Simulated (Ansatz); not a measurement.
Cost and result for the atomization energy of BH$_{7}$OSSi$_{2}$ (`OB(S)[SiH2][SiH3]`) (12 atoms, 11 bonds).

Cartesian coordinates in Å:
```
O -2.3977 -0.4332 -0.0262
B -1.4109 0.4774 -0.2133
S -1.6707 2.2021 0.2962
Si 0.3527 -0.1496 -0.9759
Si 1.6746 -0.9795 0.7701
H -3.2067 -0.0941 0.3700
H -0.4835 2.6739 -0.1110
H 0.1746 -1.2146 -2.0020
H 1.0800 0.9925 -1.6027
H 2.9992 -1.4447 0.2764
H 0.9893 -2.1195 1.4366
H 1.8991 0.0893 1.7818
```

The species carries charge 0 and has multiplicity 1. The geometry is a stationary point of PBE0-D4/def2-TZVP. It is one conformer, not always the lowest. Program: Ansatz. All runs use 4 threads of an Intel Xeon Platinum 8488C on a shared host. Times are those of one run each, without the atoms' runs, and a repeat can differ threefold. Electronic energies, without spin–orbit coupling; frozen cores. CCSD(T)/CBS adds CCSD(T) − MP2 in def2-TZVPP to the MP2 limit, and its time is that of the two runs behind it. T1 = 0.014. B3LYP takes the VWN-RPA correlation (the form of Gaussian; ORCA's B3LYP/G).

CCSD(T)/CBS is a level of theory with its own doubt, some kJ/mol a heavy atom from the limit and from the frozen cores, so smaller differences don't rank the functionals.

| level | functions | wall time |
| --- | --- | --- |
| PBE-D4/def2-TZVPP (with forces) | 286 | 2.5 s |
| PBE0-D4/def2-TZVPP | 286 | 3.6 s |
| r2SCAN-D4/def2-TZVPP (with forces) | 286 | 3.7 s |
| B3LYP-D4/def2-TZVPP (with forces) | 286 | 4.7 s |
| B2PLYP/def2-TZVPP | 286 | 5.5 s |
| ωB97X-V/def2-TZVPP | 286 | 7 s |
| ωB97M-V/def2-TZVPP (with forces) | 286 | 9.5 s |
| MP2/def2-QZVPP | 534 | 22 s |
| CCSD(T)/def2-TZVPP | 286 | 2 min |
| CCSD(T)/CBS(def2) | – | 2.4 min |

Task: What atomization energy does each give, and how far from CCSD(T)/CBS? (Best estimate.)

Result: Ansatz gave: 
```csv
level,atomization (kcal/mol),difference from CCSD(T)/CBS,per bond
PBE-D4/def2-TZVPP (with forces),948.0,6.7,0.6
PBE0-D4/def2-TZVPP,937.4,-3.9,-0.4
r2SCAN-D4/def2-TZVPP (with forces),947.1,5.8,0.5
B3LYP-D4/def2-TZVPP (with forces),940.5,-0.8,-0.1
B2PLYP/def2-TZVPP,927.6,-13.7,-1.2
ωB97X-V/def2-TZVPP,948.9,7.6,0.7
ωB97M-V/def2-TZVPP (with forces),944.6,3.3,0.3
MP2/def2-QZVPP,937.1,-4.2,-0.4
CCSD(T)/def2-TZVPP,916.3,-25.0,-2.3
CCSD(T)/CBS(def2),941.3,0.0,0.0
```

In def2-TZVPP, CCSD(T) changes the Hartree–Fock value by +216.4 kcal/mol (the triples alone add +12.7 kcal/mol) and MP2 by +222.5 kcal/mol; breaking electron pairs costs correlation energy, which Hartree–Fock lacks. From PBE to PBE0 (25 % exact exchange), in def2-TZVPP and without D4, the atomization energy moves by −9.6 kcal/mol: exact exchange takes away binding that semilocal exchange gives to molecules. The D4 term adds +11.4 kcal/mol with B3LYP and +6.1 kcal/mol with PBE0; it sums over pairs of atoms, weighted by their polarisabilities, and B3LYP, whose exchange is more repulsive, gets the larger term.
